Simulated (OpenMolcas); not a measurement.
Ag3+ among 4 point charges of -2 e arranged as a square (D4h), 2.23 Å from the ion.

| Property | Result |
| --- | --- |
| Program | OpenMolcas 26.06 |
| Method | SS-CASPT2, IPEA 0.25 Eh, imaginary shift 0.1 Eh (closed shells correlated: 4s 4p) |
| Basis | ANO-RCC-VDZP [6s5p3d1f] |
| Scalar Hamiltonian | DKH2, point nucleus |
| Active space | 8 electrons in 5 orbitals (4d) |
| State averaging | 2S+1 = 3 even, 10 roots; 2S+1 = 1 even, 15 roots |
| Spin-orbit coupling | state interaction with AMFI integrals over the reference wave functions |

Q: What is the spin-free ground state (labels of D4, the rotations of D4h)?

A: 3A2, 1-fold in its orbital part, 59 % from free-ion F terms; it has the highest spin that d8 allows.

Q: Where is the first state of the same spin?

A: 3E at 648 cm-1 above the ground state.

Q: What are the lowest two levels with spin-orbit coupling?

A: A 1-fold level A1, then a 1-fold level A2 260 cm-1 above it. Their leading multiplicities are 3 (98 %) and 3 (98 %).

Q: What is χT at 300 K, and how does it compare with the textbook value?

A: The lowest level has 2S+1 = 3, for which the spin-only value is χT = S(S+1) / 2 = 1.000 cm3 K/mol (g = 2). The computed 2.464 at 300 K differs by +1.464, through orbital momentum, spin-orbit coupling and any other state in reach.

This shell can be high or low spin here, a state of another spin lies low, and with metal d orbitals alone active their balance is uncertain, so the ground spin may be wrong. Point charges give a weaker field than real ligands, and real ions of this kind are as a rule low spin; the high spin found here belongs to the model. Free-ion shares, where given, are those of the reference states; single-state CASPT2 does not remix them. Point charges carry no covalency, so the field is a model and not that of real ligands. No measured value stands beside these numbers.
